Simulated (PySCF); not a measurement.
Atoms are numbered as in `[CH2:1]=[CH:2][SiH2:3]/[CH:4]=[C:5](/[CH:6]=[CH2:7])[SiH2:8][SiH3:9]`. Hydrogens are named by the atom that carries them. Ha(C7) is cis to C5; Ha(C1) is cis to Si3; Hb(C7) is trans to C5; Hb(C1) is trans to Si3.

- σ from GIAO-PBE0/pcSseg-1
- structure optimised with GFN2-xTB
- run in PySCF
- no relativistic terms, single conformer, no solvent, one averaged value for each set of equivalent atoms

Question: List the cross peaks expected in HSQC, COSY and HMBC spectra.

Answer: 

HSQC (one-bond C–H):
```tsv
δH	δC
7.02 (H(C4))	151.0 (C4)
6.80 (H(C6))	155.0 (C6)
6.40 (H(C2))	140.8 (C2)
6.35 (Hb(C1))	142.2 (C1)
6.21 (Ha(C1))	142.2 (C1)
5.56 (Hb(C7))	124.6 (C7)
5.36 (Ha(C7))	124.6 (C7)
```

COSY cross peaks (H two or three bonds apart, from the bond graph; peaks can be absent where the dihedral angle is near 90°):
```tsv
δH	δH
7.02 (H(C4))	4.72 (H(Si3))
6.80 (H(C6))	5.56 (Hb(C7))
6.80 (H(C6))	5.36 (Ha(C7))
6.40 (H(C2))	6.35 (Hb(C1))
6.40 (H(C2))	6.21 (Ha(C1))
6.40 (H(C2))	4.72 (H(Si3))
6.35 (Hb(C1))	6.21 (Ha(C1))
5.56 (Hb(C7))	5.36 (Ha(C7))
4.47 (H(Si8))	3.58 (H(Si9))
```

HMBC (two and three bonds, from the bond graph):
```tsv
δH	δC
7.02 (H(C4))	164.8 (C5), 155.0 (C6), 140.8 (C2)
6.80 (H(C6))	164.8 (C5), 151.0 (C4), 124.6 (C7)
6.40 (H(C2))	151.0 (C4), 142.2 (C1)
6.35 (Hb(C1))	140.8 (C2)
6.21 (Ha(C1))	140.8 (C2)
5.56 (Hb(C7))	164.8 (C5), 155.0 (C6)
5.36 (Ha(C7))	164.8 (C5), 155.0 (C6)
4.72 (H(Si3))	164.8 (C5), 151.0 (C4), 142.2 (C1), 140.8 (C2)
4.47 (H(Si8))	164.8 (C5), 155.0 (C6), 151.0 (C4)
3.58 (H(Si9))	164.8 (C5)
```

Scale: ¹H (31.72 ppm) and ¹³C (186.93 ppm) vs TMS (reference shieldings calculated alike).

Short H···H contacts in this conformer between protons four or more bonds apart (candidates for NOE cross peaks, intensity ∝ r⁻⁶): H(C4)···H(C6) 2.25 Å, Ha(C7)···H(Si8) 2.56 Å, H(Si3)···H(Si8) 2.69 Å, H(C2)···H(Si8) 2.76 Å, Ha(C1)···H(Si3) 2.78 Å.

Shifts are as computed. Against solution values, carbons near 30 ppm lie about +3 ppm off and those near 130 ppm about +5 ppm. Of 1309 compounds with measured shifts, 239 miss one by over three times the rms of a fit or turn the order of signals round; such compounds aren't used in these exercises.
